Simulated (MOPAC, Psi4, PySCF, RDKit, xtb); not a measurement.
Two geometries of CH4BF, SMILES BCF, relaxed at B3LYP-D3(BJ)/def2-SVP with one dihedral held; other torsions can differ between them too.

Structure A

```
7

B      0.9107    -0.0130    -0.0868
C     -0.6415    -0.0537     0.0272
F     -1.3101     0.9673    -0.6278
H      1.4899     1.0365    -0.2038
H      1.5344    -1.0221     0.1338
H     -0.8182     0.0192     1.1289
H     -1.0945    -1.0166    -0.2748
```

Structure B

```
7

B      0.9282    -0.0237    -0.0844
C     -0.6479    -0.0547     0.0466
F     -1.1980     0.4459    -1.1370
H      1.4636     1.0406    -0.2667
H      1.6082    -1.0010     0.1062
H     -0.9584     0.5817     0.9015
H     -1.0804    -1.0565     0.2142
```

Q: Which is lower in energy at the level Psi4 with DF-MP2 (frozen core)/cc-pVTZ // B3LYP-D3(BJ)/def2-SVP, and by how much?

A: A is lower, by 3.77 kcal/mol (dihedral H4–B1–C2–F3: 30° in A, 60° in B).

E(B) − E(A) in kcal/mol at the other levels, on the same two geometries: B3LYP/def2-TZVP // B3LYP-D3(BJ)/def2-SVP (Psi4) 3.96; B3LYP-D3(BJ)/def2-TZVP // B3LYP-D3(BJ)/def2-SVP (Psi4) 3.97; PBE/def2-TZVP // B3LYP-D3(BJ)/def2-SVP (Psi4) 4.44; PBE-D3(BJ)/def2-TZVP // B3LYP-D3(BJ)/def2-SVP (Psi4) 4.45; r2SCAN/def2-TZVP // B3LYP-D3(BJ)/def2-SVP (Psi4) 4.45; HF/cc-pVTZ // B3LYP-D3(BJ)/def2-SVP (Psi4) 3.19; UFF // B3LYP-D3(BJ)/def2-SVP (RDKit) -2.42; AM1, restricted, heats of formation // B3LYP-D3(BJ)/def2-SVP (MOPAC) 2.47; PM7, restricted, heats of formation // B3LYP-D3(BJ)/def2-SVP (MOPAC) 1.59; GFN1-xTB // B3LYP-D3(BJ)/def2-SVP (xtb) 2.83; restricted B3LYP/6-31G*, spherical d // B3LYP-D3(BJ)/def2-SVP (PySCF) 3.76; restricted M06-2X/6-31G*, spherical d // B3LYP-D3(BJ)/def2-SVP (PySCF) 3.75; restricted MP2 (frozen core)/3-21G // B3LYP-D3(BJ)/def2-SVP (PySCF) 3.05; restricted LDA (SVWN5)/6-31G*, spherical d // B3LYP-D3(BJ)/def2-SVP (PySCF) 5.26.
